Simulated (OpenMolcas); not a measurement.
Os5+: input and output

Input:

```
&GATEWAY
Coord
1

Os 0.0 0.0 0.0
Basis=ANO-R1
Group=XYZ
NoMove
AngMom=0.0 0.0 0.0
AMFI
&SEWARD
&RASSCF
FileOrb=start.orb
Symmetry=1
Spin=4
nActEl=3 0 0
Inactive=15 19
Ras2=5 0
CIRoot=10 10 1
SDav=10
CIMx=300
Iter=120 100
PrWF=0.3
OrbListing=Nothing
MaxOrb=0
Atom
>>> COPY $Project.JobIph JOBPRE
&RASSCF
FileOrb=start.orb
Symmetry=1
Spin=4
nActEl=3 0 0
Inactive=15 19
Ras2=10 0
CIRoot=10 10 1
SDav=120
CIMx=300
Iter=120 100
PrWF=0.3
OrbListing=Nothing
MaxOrb=0
Atom
>>> COPY $Project.JobIph JOB001
&RASSCF
FileOrb=start.orb
Symmetry=1
Spin=2
nActEl=3 0 0
Inactive=15 19
Ras2=10 0
CIRoot=40 40 1
SDav=330
CIMx=300
Iter=120 100
PrWF=0.3
OrbListing=Nothing
MaxOrb=0
Atom
>>> COPY $Project.JobIph JOB002
&RASSI
NrOfJobIphs=2 10 40
1 2 3 4 5 6 7 8 9 10
1 2 3 4 5 6 7 8 9 10 11 12 13 14 15 16 17 18 19 20 21 22 23 24 25 26 27
28 29 30 31 32 33 34 35 36 37 38 39 40
IphNames
JOB001
JOB002
EJob
SpinOrbit
DIPRint=1.0
SOCoupling=1000.0
Subsets=2
MEES
Property=10
'ANGMOM' 1 'ANGMOM' 2 'ANGMOM' 3 'MLTPL  1' 1 'MLTPL  1' 2 'MLTPL  1' 3
'AMFI' 1 'AMFI' 2 'AMFI' 3 'MLTPL  2' 6
SOProperty=3
'ANGMOM' 1 'ANGMOM' 2 'ANGMOM' 3
```

Launched by
```bash
OMP_NUM_THREADS=1 MOLCAS_MEM=2252 MOLCAS_PROJECT=a pymolcas a.inp > a.log  # once for each step of the input, in one work folder
```

A driver script runs the steps one by one and writes start.orb anew before each from the orbitals found so far.

Output, cut to the results:

```
--- SEWARD ---
Basis set label: OS.ANO-R...7S5P4D2F.

      Electronic valence basis set:
      ------------------
      Associated Effective Charge  76.000000 au
      Associated Actual Charge     76.000000 au
      Nuclear Model: Finite nucleus - Gaussian distribution
        Gaussian exponent, Xi/bohr**(-2):  1.44428E+08

      Shell  nPrim  nBasis  Cartesian Spherical Contaminant
         s      25       7        X
         p      20       5        X
         d      15       4                 X
         f      10       2                 X
                  Relativistic X2C integrals
                  Atomic mean-field integrals
--- RASSCF ---
Wave function specifications:
      -----------------------------

      Number of closed shell electrons          68
      Number of electrons in active shells       3
      Max number of holes in RAS1 space          0
      Max nr of electrons in RAS3 space          0
      Number of inactive orbitals               34
      Number of active orbitals                 10
      Number of secondary orbitals              12
      Spin quantum number                      1.5
      State symmetry                             1
Orbital specifications:
      -----------------------

      Symmetry species                           1   2
                                                ag  au
      Frozen orbitals                            0   0
      Inactive orbitals                         15  19
      Active orbitals                           10   0
      RAS1 orbitals                              0   0
      RAS2 orbitals                             10   0
      RAS3 orbitals                              0   0
      Secondary orbitals                         2  10
      Deleted orbitals                           0   0
      Number of basis functions                 27  29
      Number of CSFs                           120
      Number of root(s) required                10
      Iter CI   SX   CI       RASSCF       Energy    max ROT     max BLB   max BLB  Level Ln srch  Step   QN
          iter iter root      energy       change     param      element    value   shift minimum  type update
 Nr of preliminary CI iterations:   1
      Total energies have been shifted. Add               -17000.00 au
        1   1    4    0  -244.87371808    0.00E+00  -4.56E-05   19  22 2  2.93E-04*  0.00   0.00    SX    NO
        2   1    3    0  -244.87371817   -8.88E-08*  6.97E-06   16  26 2 -6.25E-05   0.00   0.00    SX    NO
        3   1    3    0  -244.87371817   -2.99E-09  -2.56E-06   16  26 2  2.19E-05   0.00   0.00    SX    NO
        4   1    3    0  -244.87371817   -4.44E-10   8.08E-07   16  26 2 -7.25E-06   0.00   0.00    SX    NO
      Convergence after  4 iterations
        5   1    3    0  -244.87371817   -4.00E-11   8.08E-07   16  26 2  2.40E-06   0.00   0.00    SX    NO
      Natural orbitals and occupation numbers for root  1
      sym 1:   0.915125   0.915115   0.999730   0.084640   0.084629   0.000254   0.000234   0.000020   0.000024   0.000230
      Natural orbitals and occupation numbers for root  2
      sym 1:   0.164569   0.164579   0.835180   0.999736   0.835174   0.000044   0.000037   0.000253   0.000216   0.000212
      Natural orbitals and occupation numbers for root  3
      sym 1:   0.999732   0.130209   0.869556   0.130197   0.869545   0.000029   0.000218   0.000036   0.000225   0.000253
::    RASSCF root number  1 Total energy: -17244.89230432
::    RASSCF root number  2 Total energy: -17244.89230432
::    RASSCF root number  3 Total energy: -17244.89230432
::    RASSCF root number  4 Total energy: -17244.89230432
::    RASSCF root number  5 Total energy: -17244.89230432
::    RASSCF root number  6 Total energy: -17244.89230432
::    RASSCF root number  7 Total energy: -17244.89230432
::    RASSCF root number  8 Total energy: -17244.83035049
::    RASSCF root number  9 Total energy: -17244.83035049
::    RASSCF root number 10 Total energy: -17244.83035049
--- RASSCF ---
Wave function specifications:
      -----------------------------

      Number of closed shell electrons          68
      Number of electrons in active shells       3
      Max number of holes in RAS1 space          0
      Max nr of electrons in RAS3 space          0
      Number of inactive orbitals               34
      Number of active orbitals                 10
      Number of secondary orbitals              12
      Spin quantum number                      0.5
...
--- RASSI ---
SPIN-FREE ENERGIES:
  (Shifted by EMIN (a.u.) =     -17244.8923043236)

 SF State       Relative EMIN(au)   Rel lowest level(eV)    D:o, cm**(-1)      L_eff

     1             0.0000000000        0.0000000000              0.0000         3.0
     2             0.0000000000        0.0000000000              0.0000         3.0
     3             0.0000000000        0.0000000000              0.0000         3.0
     4             0.0000000000        0.0000000000              0.0000         3.0
     5             0.0000000000        0.0000000000              0.0000         3.0
     6             0.0000000000        0.0000000000              0.0000         3.0
     7             0.0000000000        0.0000000000              0.0000         3.0
     8             0.0619538353        1.6858497423          13597.2952         1.0
     9             0.0619538353        1.6858497423          13597.2952         1.0
    10             0.0619538353        1.6858497423          13597.2952         1.0
    11             0.0676541237        1.8409624919          14848.3639         4.0
    12             0.0676541237        1.8409624919          14848.3639         4.0
    13             0.0676541237        1.8409624919          14848.3639         4.0
    14             0.0676541237        1.8409624919          14848.3639         4.0
    15             0.0676541237        1.8409624919          14848.3639         4.0
    16             0.0676541237        1.8409624919          14848.3639         4.0
    17             0.0676541237        1.8409624919          14848.3639         4.0
    18             0.0676541237        1.8409624919          14848.3639         4.0
    19             0.0676541237        1.8409624919          14848.3639         4.0
    20             0.0881797333        2.3994927824          19353.2145         5.0
    21             0.0881797333        2.3994927824          19353.2145         5.0
...
```

Levels above the lowest, from the spin-orbit matrix, grouped by J:

| Configuration | Term | J | E (cm⁻¹) | Measured (cm⁻¹) | Term weight % | Second |
| --- | --- | --- | --- | --- | --- | --- |
| 5d³ | ⁴F | 3/2 | 0.0 | 0.0 | 85 | 13 ²D(1) |
| 5d³ | ⁴F | 5/2 | 6589 | 6397 | 95 | 4 ²D(1) |
| 5d³ | ⁴F | 7/2 | 12148 | 11444 | 88 | 11 ²G |
| 5d³ | ⁴F | 9/2 | 16036 | 14678 | 62 | 29 ²G |
| 5d³ | ⁴P | 3/2 | 17275 |  | 50 | 32 ²P |
| 5d³ | ⁴P | 1/2 | 19764 | 16772 | 74 | 26 ²P |
| 5d³ | ²G | 7/2 | 25644 | 22920 | 85 | 12 ⁴F |
| 5d³ | ²H | 9/2 | 26480 | 24028 | 58 | 29 ⁴F |
| 5d³ | ⁴P | 5/2 | 28084 | 24828 | 91 | 5 ²D(1) |
| 5d³ | ²D(1) | 3/2 | 31619 |  | 47 | 39 ⁴P |
| 5d³ | ²P | 1/2 | 33646 | 28860 | 74 | 26 ⁴P |
| 5d³ | ²H | 11/2 | 35774 | 32156 | 100 |  |
| 5d³ | ²D(1) | 5/2 | 39256 | 34418 | 88 | 5 ⁴P |
| 5d³ | ²G | 9/2 | 40794 | 37019 | 58 | 33 ²H |
| 5d³ | ²P | 3/2 | 45745 | 40203 | 59 | 28 ²D(1) |
| 5d³ | ²F | 5/2 | 46103 | 39601 | 86 | 11 ²D(2) |
| 5d³ | ²F | 7/2 | 46783 | 40447 | 96 | 4 ²G |
| 5d³ | ²D(2) | 3/2 | 68523 |  | 97 | 2 ²D(1) |
| 5d³ | ²D(2) | 5/2 | 69345 | 61005 | 83 | 11 ²F |

Against the 15 measured excited levels shown (the list in Brasseur, Palmeri and Quinet, Atoms 13, 11 (2025)) the mean absolute deviation is 3800 cm-1; the largest miss in energy is 5d³ ²D_5/2(2): computed 69345, measured 61005 cm⁻¹ (+13.7 %), and the largest in proportion 5d³ ⁴P_1/2 [74 %] (+17.8 %).

Without dynamic correlation excited terms often stand tens of per cent too high (terms of higher spin than the ground term too low), and those without a measured partner can miss by more than the paired ones. Active for correlation alone: 6d; no level in the range computed is led by a configuration that fills it, so any true level of that kind is missing. The basis is small and was not contracted for so high a charge. Computed and measured levels are paired by configuration, term and J; levels that our copy of the source lacks, or whose pairing is in doubt (as where it misses far off the trend of its configuration), stay unpaired and out of the deviations. Levels of configurations outside the active space are missing. The first state left out of the spin-orbit step lies near 310000 cm-1 above the lowest spin-free state of the reference (among the parities and spins computed), and the list stops at four fifths of that energy or lower.

The term weight is that of the spin-free term in the level, not the purity of its configuration. A share in square brackets marks a mixed level and gives the weight of the term that names it. A number in round brackets counts repeated terms of one configuration in the order of the reference energies.
